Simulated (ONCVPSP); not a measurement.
# Before and after: ONCV potential for V

| Item | Value |
| --- | --- |
| Element | vanadium |
| Generator | ONCVPSP 4.0.1 |
| Type | optimised norm-conserving Vanderbilt (ONCV) |
| Functional | PBEsol |
| Relativity | scalar-relativistic |
| Frozen core | [Ne] |
| Valence charge | 13 |
| Reference configuration | 3s2 3p6 3d3 4s2 |
| Partial waves | 3s+4s: rc 1.55 bohr, ncon 4, nbas 7, qcut 9.2 1/bohr, 2 projectors; 3p: rc 1.50 bohr, ncon 5, nbas 8, qcut 9.8 1/bohr, 2 projectors, debl 0.8 Ha; 3d: rc 1.30 bohr, ncon 3, nbas 7, qcut 11.5 1/bohr, 2 projectors, debl 3.6 Ha |
| Local potential | polynomial inside 0.90 bohr (lpopt 3, dvloc0 -1 Ha) |
| Core correction | polynomial model core, fcfact 0.25 |

In the p channel the program set the typed energies aside and used -1.615, 0.250 Ha.

Change: s: rc 1.22.

Cutoffs: the cutoffs (Ha) at which the residual kinetic energy of the hardest occupied pseudo-wave falls to 1 and 0.1 mHa per electron; they do not see the model core or the augmentation charge, which bear on the density cutoff. Errors are all-electron minus pseudo energies relative to the spin-unpolarised reference configuration.

Task: Predict the effect on cutoff, ghosts and configuration errors.

Result: The potential gets neither clearly harder nor softer (49 Ha and 56 Ha → 49 Ha and 56 Ha); the d channel sets the loose cutoff, while the largest relative change is in s, which becomes harder; of the 4 tests that both files solve, the error grows in 1 and shrinks in 1 by more than 15 % and 0.3 meV (median size 0.5 → 0.2 meV); neither file shows a bound ghost.

| quantity | base | changed |
| --- | --- | --- |
| cutoff, loose | 49 Ha | 49 Ha |
| cutoff, tight | 56 Ha | 56 Ha |
| loose cutoff by channel | s 24 Ha, p 22 Ha, d 49 Ha | s 33 Ha, p 22 Ha, d 49 Ha |
| bound ghosts | none | none |
| GHOST(+) flags under 300 eV | none | none |
| error for 3s2 3p6 3d3 4s1, meV [ΔE 7.75 eV] | -0.4 | -0.3 |
| error for 3s2 3p6 3d3 4s0, meV [ΔE 21.95 eV] | -0.7 | -0.1 |
| error for 3s2 3p6 3d2 4s0, meV [ΔE 50.80 eV] | +6.3 | +8.4 |
| error for 3s2 3p6 3d3 4s1.5, meV [ΔE 3.10 eV] | -0.2 | -0.2 |
| p: phases at 1.52 bohr within 0.05 rad from the reference energy up to (Ha; the scan ends near 5) | to the end of the scan | to the end of the scan |
| d: phases at 1.32 bohr within 0.05 rad from the reference energy up to (Ha; the scan ends near 5) | to the end of the scan | to the end of the scan |
| rms error of d²Exc/dni dnj with the model core, mHa | 1.07 | 0.88 |
